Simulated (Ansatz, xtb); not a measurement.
System: sum formula HS₂O, charge 1, multiplicity 1. It need not be the lowest isomer of its formula. SMILES: [O-][S+]=[SH+]
Structure (B3LYP-D3(BJ)/def2-TZVP (Ansatz, a quantum-chemistry and plane-wave program) minimum search):
```
S
O 1 1.4347
S 1 2.0141 2 113.68
H 3 1.3600 1 94.72 2 0.00
```
Charge +1, spin multiplicity 1.

Harmonic wavenumbers from GFN2-xTB (xtb, at its own minimum), cm⁻¹: 302, 436, 529, 713, 1271, 2312.

Q: Give the harmonic wavenumbers at B3LYP-D3(BJ)/def2-TZVP (Ansatz, finite differences of forces, unscaled).

A: 334, 458, 549, 827, 1286, 2571 cm⁻¹. Zero-point energy 8.6 kcal/mol.

Q: From these and the geometry, give the ideal-gas thermochemistry at 298.15 K and 1 atm (rigid rotor, harmonic oscillator).

A: Point group Cs, rotational symmetry number 1. Rotational constants 32.07, 4.736, 4.127 GHz. S(trans) 39.09, S(rot) 23.75, S(vib) 2.78, S(elec, spin only) 0.00, S 65.6 cal/(mol K). H(298) - H(0) 2.94 kcal/mol; G - E(el) -8.0 kcal/mol.
